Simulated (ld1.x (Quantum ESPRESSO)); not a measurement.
## technetium: TM pseudisation with PBE, fully relativistic reference atom.

| Property | Result |
| --- | --- |
| Element | technetium (Tc) |
| Generator | ld1.x (Quantum ESPRESSO) 7.5 |
| Type | norm-conserving Troullier–Martins (Kleinman–Bylander form) |
| Functional | PBE |
| Relativity | fully relativistic |
| Frozen core | [Kr] |
| Valence charge | 7 |
| Reference configuration | 4d5.5 5s1.5 5p0 |
| Partial waves | 5p (bound, empty): rc 3.40 bohr; 4d (bound): rc 1.90 bohr; 5s (bound): rc 2.75 bohr |
| Local potential | the s channel |
| Core correction | a·sin(br)/r model core inside 1.25 bohr |

Open shells are filled in proportion to 2j + 1 (rel_dist='average').

**Question.** Does the generator finish with these settings?

**Answer.** Yes, a potential is produced and its reference levels are reproduced.

**Question.** Estimate the cutoffs (Ry, on a coarse ladder) from which the occupation-weighted sum of valence levels, in a spherical-Bessel basis at the reference potential, stays within 10 and 1 mRy of its value at 400 Ry.

**Answer.** 45 Ry and 50 Ry.

**Question.** Does the potential have ghost states?

**Answer.** No extra level below or beside the all-electron valence levels (p1/2, p3/2, d3/2, d5/2, s, f tested).

**Question.** Which valence shell sets the plane-wave cutoff?

**Answer.** 4d: its level needs 45 Ry to come within 1 mRy, against 12 Ry for 5s.

**Question.** Tests: 4d5 5s2 5p0; 4d5 5s1 5p0; 4d5 5s0 5p0; 4d5 5s0 5p1; 4d3 5s0 5p0; 4d6 5s0 5p0; 4d5 5s0 5p2. Which has the largest error in its energy relative to the reference configuration, and how large is it?

**Answer.** 4d3 5s0 5p0, with -1375 meV (all-electron minus pseudo) on +94.37 eV.
